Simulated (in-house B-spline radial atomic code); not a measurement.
RPA and G0W0 on wB97X: neutral silver

Configuration [Kr] 4d10 5s1, highest spin, mean-field start wB97X. Computed with a B-spline radial code for spherical atoms: all electrons, non-relativistic, point nucleus, each spin shell either full or empty, empty states to l = 9 with an (l + 1/2)⁻⁴ tail; G0W0 by contour deformation at full frequency.

Without relativity these are model numbers: it shifts the levels of so heavy an element strongly and can reorder them.

Command:
```bash
python run_gw.py task.json out
```
Settings (radii: box in bohr, nucleus in fm):
```
Z                        47
electrons                47
configuration            [Kr] 4d10 5s1
hamiltonian              nr
method                   wb97x
lmax                     9
spin_polarised           True
box_radius               40
intervals                57
ion_configuration        [Kr] 4d10
```

Cost of the run: 5.8 s on 1 thread of Arm Neoverse V2, on a shared host.

Energies (hartree):

```csv
term,value
mean-field total,-5200.15180
Hartree-Fock functional on these orbitals,-5197.67255
direct second order,-3.9641
second-order exchange,1.0964
SOSEX correction,1.0162
```

What is the RPA correlation energy, and what remains with SOSEX?

RPA gives -3.4637 hartree (-2.01 eV per electron); RPA + SOSEX gives -2.4476, and the second-order doubles -2.8677 hartree (no singles). SOSEX takes back 29 % of the RPA value.

Quasi-particle levels (eV):

```
  level  occupied  mean field  Σx - vxc     Σc  QP weight     G0W0
  5s up       yes      -6.486      0.34      ?          ?        ?
4d down       yes     -12.223     -2.32   0.82      0.879  -13.716
  4d up       yes     -12.302     -2.51   0.90      0.874  -13.909
5s down        no      -0.626      1.87  -1.85      0.939   -0.603
```

G0W0 = mean field + (Σx - vxc) + Σc, with Σc (partial-wave tail included) taken at the quasi-particle energy. Only the outer levels were computed. Levels of low weight are left out.

Where does G0W0 put 5s up?

At -7.332 eV, with Σc = -1.19 eV and a quasi-particle weight of 0.951. The tabulated removal energy is 7.576 eV (NIST, measured); the calculation leaves out relativity, Breit and QED terms, and what these don't explain is the method's own error.

What does it cost to remove one electron (to [Kr] 4d10) by differences of total energies, each species on its own start (correlation terms add to the Hartree-Fock functional)?

wB97X 6.734 eV, Hartree-Fock functional 5.754 eV, + RPA 7.109 eV, + RPA + SOSEX 6.670 eV, + second order 7.420 eV. Tabulated: 7.576 eV (NIST, measured); the calculation leaves out relativity, Breit and QED terms, and what these don't explain is the method's own error.
